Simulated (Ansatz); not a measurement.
The cluster NbS₄ was relaxed with PBE0-D4 (def2-SVP) in Ansatz in these states: neutral doublet, neutral quartet. The geometries follow in no particular order.

In the def2 sets Nb takes a core potential; there is no spin–orbit coupling.

A:

```xyz
5

Nb    0.359   -0.853   -0.270
S    -1.296    0.098    1.442
S     0.562    1.624   -0.904
S     1.166   -2.750   -0.865
S    -0.791    1.881    0.597
```

B:

| atom | x (Å) | y (Å) | z (Å) |
| --- | --- | --- | --- |
| Nb1 | -0.4715 | -0.4732 | -0.6453 |
| S2 | -1.0220 | 0.5165 | 1.4337 |
| S3 | 1.6078 | 0.6575 | -0.5912 |
| S4 | -0.2097 | -2.5874 | -0.4524 |
| S5 | 0.0954 | 1.8866 | 0.2553 |

Question: Judge from the bond lengths which geometry belongs to which state (an estimate).

Answer: A is the neutral quartet (Nb1–S5 3.090 Å, Nb1–S3 2.564 Å, Nb1–S2 2.564 Å); B is the neutral doublet (Nb1–S5 2.589 Å, Nb1–S3 2.367 Å, Nb1–S2 2.367 Å).

At PBE0-D4/def2-TZVP a doublet lies 1.60 eV below the neutral quartet. These are the stationary points nearest to one start from a short search; other shapes may lie lower in each state.
